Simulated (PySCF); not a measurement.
## Niobium: a sound run and one with changed settings

Sound run: Nb [Kr] 4d4 5s1, Nb+ [Kr] 4d4. Calculation: PySCF 2.14, in x2c-TZVPall; the spin-free X2C one-electron Hamiltonian (Gaussian nucleus). In the sound run the correlated levels freeze [Kr]. The sound run starts from symmetry-adapted Hartree-Fock orbitals and uses a fine grid where one is needed.

Changed run: no relativity, point nucleus. This setting is unsound on purpose.

```csv
species,method,sound run (hartree),changed run (hartree),converged
Nb,UHF,-3817.23462,-3714.70027,yes
Nb,B3LYP,-3819.38179,-3716.97368,yes
Nb,PBE,-3818.95338,-3716.57225,yes
Nb,MP2,-3817.27521,-3714.73962,yes
Nb+,UHF,-3817.01435,-3714.49578,yes
Nb+,B3LYP,-3819.12743,-3716.73540,yes
Nb+,PBE,-3818.69227,-3716.32749,yes
Nb+,MP2,-3817.04209,-3714.52307,yes
```

Ionisation energy of Nb:

| method | sound run (eV) | changed run (eV) |
| --- | --- | --- |
| UHF | 5.994 | 5.565 |
| B3LYP | 6.921 | 6.484 |
| PBE | 7.105 | 6.660 |
| MP2 | 6.343 | 5.893 |
| SCS-MP2 | 6.110 | 5.674 |

Most of the change in total energy is the relativistic energy itself. On top of that the contraction fixes the core shape for the Hamiltonian it was made with, so the changed run is not a good calculation with the other Hamiltonian either.

For comparison, NIST gives 6.759 eV between the lowest levels.
